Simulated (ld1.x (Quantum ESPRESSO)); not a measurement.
Plane-wave convergence, ultrasoft potential for holmium (Ho)

ld1.x (Quantum ESPRESSO) 7.5 input, shortened:

```
&input
   title='Ho', zed=67., rel=1, dft='REVPBE', iswitch=3,
   config='[Xe] 4f11 5d0 6s1 6p0'
 /
 &inputp
   pseudotype=3, tm=.true., lloc=-1, rcloc=3.20,
   nlcc=.true., new_core_ps=.true.,
   which_augfun='PSQ', rmatch_augfun_nc=.true.
 /
8
5S  1  0   2.00   0.00  1.90  2.05  0.0
6S  2  0   1.00   0.00  1.90  2.05  0.0
5P  2  1   6.00   0.00  2.00  2.55  0.0
6P  3  1   0.00   0.00  2.00  2.55  0.0
5D  3  2   0.00   0.00  2.90  3.65  0.0
5D  3  2   0.00   0.10  2.90  3.65  0.0
4F  4  3  11.00   0.00  1.25  1.40  0.0
4F  4  3   0.00   0.35  1.25  1.40  0.0
 &test
   configts(1)='4f11 5s2 5p6 5d0 6s1 6p0'
 /
```

The pseudo-atom Hamiltonian at the reference potential is diagonalised in spherical Bessel functions j_l(qr) that vanish at 20 bohr, with q² up to the cutoff. All-electron valence levels (Ry): 5s -4.1833, 6s -0.6483, 5p -2.3809, 6p -0.3963, 5d -0.4898, 4f -0.7049.

How do the lowest levels (Ry) of each channel move with the cutoff, and are there ghosts?

```json
{"cutoff (Ry)": "8", "s #1": "-4.1517", "s #2": "-0.6135", "p #1": "-2.3654", "p #2": "-0.3615", "d #1": "-0.4896", "f #1": "-0.0816", "f #2": "0.0179", "Σ f·Δε (mRy)": "7047.2"}
{"cutoff (Ry)": "12", "s #1": "-4.1813", "s #2": "-0.6345", "p #1": "-2.3800", "p #2": "-0.3739", "d #1": "-0.4897", "f #1": "-0.0818", "f #2": "0.0173", "Σ f·Δε (mRy)": "6876.6"}
{"cutoff (Ry)": "21", "s #1": "-4.1830", "s #2": "-0.6479", "p #1": "-2.3808", "p #2": "-0.3958", "d #1": "-0.4898", "f #1": "-0.0830", "f #2": "0.0138", "Σ f·Δε (mRy)": "6842.2"}
{"cutoff (Ry)": "30", "s #1": "-4.1833", "s #2": "-0.6483", "p #1": "-2.3808", "p #2": "-0.3962", "d #1": "-0.4898", "f #1": "-0.2158", "f #2": "-0.0762", "Σ f·Δε (mRy)": "5380.6"}
{"cutoff (Ry)": "40", "s #1": "-4.1833", "s #2": "-0.6483", "p #1": "-2.3809", "p #2": "-0.3962", "d #1": "-0.4898", "f #1": "-0.5261", "f #2": "-0.0800", "Σ f·Δε (mRy)": "1966.8"}
{"cutoff (Ry)": "50", "s #1": "-4.1833", "s #2": "-0.6483", "p #1": "-2.3809", "p #2": "-0.3963", "d #1": "-0.4898", "f #1": "-0.6635", "f #2": "-0.0805", "Σ f·Δε (mRy)": "455.4"}
{"cutoff (Ry)": "70", "s #1": "-4.1833", "s #2": "-0.6483", "p #1": "-2.3809", "p #2": "-0.3963", "d #1": "-0.4898", "f #1": "-0.7034", "f #2": "-0.0808", "Σ f·Δε (mRy)": "16.3"}
{"cutoff (Ry)": "90", "s #1": "-4.1833", "s #2": "-0.6483", "p #1": "-2.3809", "p #2": "-0.3963", "d #1": "-0.4898", "f #1": "-0.7040", "f #2": "-0.0808", "Σ f·Δε (mRy)": "10.2"}
{"cutoff (Ry)": "110", "s #1": "-4.1833", "s #2": "-0.6483", "p #1": "-2.3809", "p #2": "-0.3963", "d #1": "-0.4898", "f #1": "-0.7047", "f #2": "-0.0808", "Σ f·Δε (mRy)": "1.9"}
{"cutoff (Ry)": "160", "s #1": "-4.1833", "s #2": "-0.6483", "p #1": "-2.3809", "p #2": "-0.3963", "d #1": "-0.4898", "f #1": "-0.7049", "f #2": "-0.0808", "Σ f·Δε (mRy)": "0.4"}
{"cutoff (Ry)": "200", "s #1": "-4.1833", "s #2": "-0.6483", "p #1": "-2.3809", "p #2": "-0.3963", "d #1": "-0.4898", "f #1": "-0.7049", "f #2": "-0.0808", "Σ f·Δε (mRy)": "0.3"}
{"cutoff (Ry)": "400", "s #1": "-4.1833", "s #2": "-0.6483", "p #1": "-2.3809", "p #2": "-0.3963", "d #1": "-0.4898", "f #1": "-0.7049", "f #2": "-0.0808", "Σ f·Δε (mRy)": "0.0"}
```

Result: no extra level below or beside the all-electron valence levels (s, p, d, f tested); 10 mRy is reached at 100 Ry and 1 mRy at 160 Ry.

1 of 7 tests not solved or not reliable.
